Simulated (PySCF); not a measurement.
# One molecule, several mistakes: Al2BFH3 cation

Calculated results; nothing here was measured. The program is PySCF 2.14.0, an open-source quantum chemistry code, run on an isolated molecule that a program drew, which may never have been made. The molecule is Al2BFH3 cation (charge +1, singlet), drawn as the SMILES string `[BH2][Al+][AlH][F]`.

Each row is a Hartree-Fock (HF) and frozen-core CCSD(T) single point in the cc-pV(D+d)Z basis, meant for a local HF minimum. Run 1 is clean. Each other run has one planted mistake out of seven kinds, and not every kind appears here: one electron removed, one electron added, multiplicity raised by two, geometry at a saddle point, minimal basis STO-3G, one bond length entered in bohr, all coordinates scaled. The reference is restricted for singlets and unrestricted otherwise, and also for a bond in bohr. Adding or removing an electron swaps singlet and doublet. Electrons count all cores. HOMO and LUMO are orbital energies over both spins, the gradient is its largest component, and the lowest frequency (negative if imaginary) is given only where the gradient is small. Bond lengths are over the 6 bonds as drawn. T1 is the CCSD diagnostic: over 0.02 (restricted) or 0.045 (unrestricted) a single reference is doubtful.

Geometry of the clean run:
```xyz
7
Al2BFH3 cation, angstrom
B    -0.6373   -1.8168   -1.8264
Al   -0.3251   -0.9715    0.1519
Al    0.0976   -0.0407    2.6146
F     0.7208   -1.3206    3.4285
H     0.2329   -1.7381   -2.6377
H    -1.6755   -2.3478   -2.0756
H    -0.1936    1.3947    3.1245
```

```
run,electrons,basis functions,<S^2>,HOMO (eV),LUMO (eV),gradient (hartree/bohr),lowest frequency (cm^-1),mean bond (Å),longest bond (Å),T1,HF (hartree),CCSD(T) (hartree),mistake
1,42,89,0.000,-14.62,-5.19,2.3e-05,27,1.7360,2.666,0.0154,-609.49442,-609.90446,no fault
2,42,89,0.000,-14.03,-4.98,5.4e-02,-,1.8992,2.917,0.0183,-609.45549,-609.87489,all coordinates scaled
3,43,89,0.767,-6.27,-0.15,3.1e-02,-,1.7360,2.666,0.0242,-609.70416,-610.13594,one electron added
4,42,89,2.027,-12.64,-6.70,2.4e-02,-,1.7360,2.666,0.0306,-609.41561,-609.82590,multiplicity raised by two
5,42,89,0.979,-11.35,-5.58,2.1e-02,-,2.1314,5.039,0.0541,-609.42667,-609.81820,?
6,42,31,0.000,-11.71,0.57,3.5e-02,-,1.7360,2.666,0.0178,-602.03325,-602.17713,?
```

**Which mistake was planted in run 5, and what did it cost?**

The mean bond changes by a factor of 1.228 and the longest by 1.890, so the molecule wasn't scaled as a whole. A length L in bohr read as angstrom grows by (1/0.5292 - 1) L = 0.890 L. The 6 bonds together grew by 6 x 0.3954 = 2.372 Å, which gives L = 2.666 Å. That is bond Al2-Al3, 2.666 Å in the clean geometry. So the mistake is: one bond length entered in bohr. Subtracting run 1 and multiplying by 627.51 kcal/mol a hartree, the energy moved by 42.5 kcal/mol in HF and 54.1 kcal/mol in CCSD(T).

**Which mistake was planted in run 6, and what did it cost?**

It has 31 basis functions where the clean run has 89, with the same electrons and geometry. So the mistake is: minimal basis STO-3G. Subtracting run 1 and multiplying by 627.51 kcal/mol a hartree, the energy moved by 4682.0 kcal/mol in HF and 4849.0 kcal/mol in CCSD(T).

Cautions from the logs. Run 5: T1 is over the limit, so its CCSD(T) energy is less reliable.
